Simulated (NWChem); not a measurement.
System meant: CH5Si, doublet; SMILES C[SiH2]

Input file for NWChem:

```
start job
memory heap 200 mb stack 900 mb global 1100 mb
geometry units angstroms noautoz
  C     -0.008448     1.209874     0.000000
  Si    -0.120979    -0.670574     0.000000
  H     -0.498272     1.631117     0.890797
  H     -0.498272     1.631117    -0.890797
  H      1.044109     1.538885     0.000000
  H      0.502327    -1.269015     1.223547
  H      0.502327    -1.269015    -1.223547
end
basis spherical
  C library def2-svp
  Si library def2-svp
  H library def2-svp
end
dft
  odft
  mult 2
  xc pbe0
  iterations 4
  mulliken
end
task dft energy
```

End of the output:

```
     --------------------------
     Expectation value of S2:
     --------------------------
      <S2> =      0.7520 (Exact =     0.7500)

 center of mass
 --------------
 x =  -0.04772886 y =   0.09341218 z =   0.00000000

 moments of inertia (a.u.)
 ------------------
         163.151089934714           0.000000000000           0.000000000000
           0.000000000000          24.962930642257           0.000000000000
           0.000000000000           0.000000000000         155.138664218442

     Multipole analysis of the density
     ---------------------------------

     L   x y z        total         alpha         beta         nuclear
     -   - - -        -----         -----         ----         -------
     0   0 0 0     -0.000000    -13.000000    -12.000000     25.000000

     1   1 0 0      0.011836      0.497310     -0.485475      0.000000
     1   0 1 0     -0.341978     -0.922817      0.580838     -0.000000
     1   0 0 1      0.000000      0.000000     -0.000000      0.000000

     2   2 0 0    -16.653028    -14.792365    -10.054027      8.193364
     2   1 1 0      0.035893     -0.062994     -2.283864      2.382750
     2   1 0 1     -0.000000     -0.000000      0.000000      0.000000
     2   0 2 0    -16.691767    -57.047020    -52.387580     92.742832
     2   0 1 1     -0.000000      0.000000     -0.000000      0.000000
     2   0 0 2    -16.593527    -17.346420    -15.606771     16.359664

 ------------------------------------------------------------------------
 dft energy failed                                                                                  0
 ------------------------------------------------------------------------
 ------------------------------------------------------------------------
  current input line :
    24: task dft energy
 ------------------------------------------------------------------------
 ------------------------------------------------------------------------
 This type of error is most commonly associated with calculations not reaching convergence criteria
 ------------------------------------------------------------------------
 For more information see the NWChem manual at https://nwchemgit.github.io

0:dft energy failed:Received an Error in Communication
```

Question: Can this run be used? If not, why, and what is the fix?

Answer: The run did not converge; its last values are not results. Cause: the SCF was allowed too few iterations. This input runs:
```
start job
memory heap 200 mb stack 900 mb global 1100 mb
geometry units angstroms noautoz
  C     -0.008448     1.209874     0.000000
  Si    -0.120979    -0.670574     0.000000
  H     -0.498272     1.631117     0.890797
  H     -0.498272     1.631117    -0.890797
  H      1.044109     1.538885     0.000000
  H      0.502327    -1.269015     1.223547
  H      0.502327    -1.269015    -1.223547
end
basis spherical
  C library def2-svp
  Si library def2-svp
  H library def2-svp
end
dft
  odft
  mult 2
  xc pbe0
  iterations 150
  mulliken
end
task dft energy
```
It converges to -330.25678 Ha (PBE0/def2-SVP, spin-unrestricted).
